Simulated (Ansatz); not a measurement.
Computed with Ansatz.

Basis-set series for CCl2FGeN, SMILES `N#[C][Ge]([F])([Cl])[Cl]`. Total charge 0; spin multiplicity 1. All single points use the PBE0-D4/def2-TZVP geometry.

```tsv
functional	basis	functions	energy (Eh)	HOMO (eV)	LUMO (eV)
PBE0-D4	def2-SVP	110	-3188.74558	-10.14	-1.64
PBE0-D4	def2-QZVPP	400	-3189.64226	-10.28	-1.91
ωB97M-V	def2-SVP	110	-3189.31173	-12.34	0.60
ωB97M-V	def2-QZVPP	400	-3190.20474	-12.55	0.16
```

Problem. Give the rows for def2-TZVPP. (Best estimate.)

Solution. The calculation gave: 
```
functional       basis  functions  energy (Eh)  HOMO (eV)  LUMO (eV)
   PBE0-D4  def2-TZVPP        225  -3189.56052     -10.25      -1.85
   ωB97M-V  def2-TZVPP        225  -3190.12656     -12.52       0.29
```

Positive LUMOs are unbound and depend on the basis. Scalar relativity is left out up to krypton.
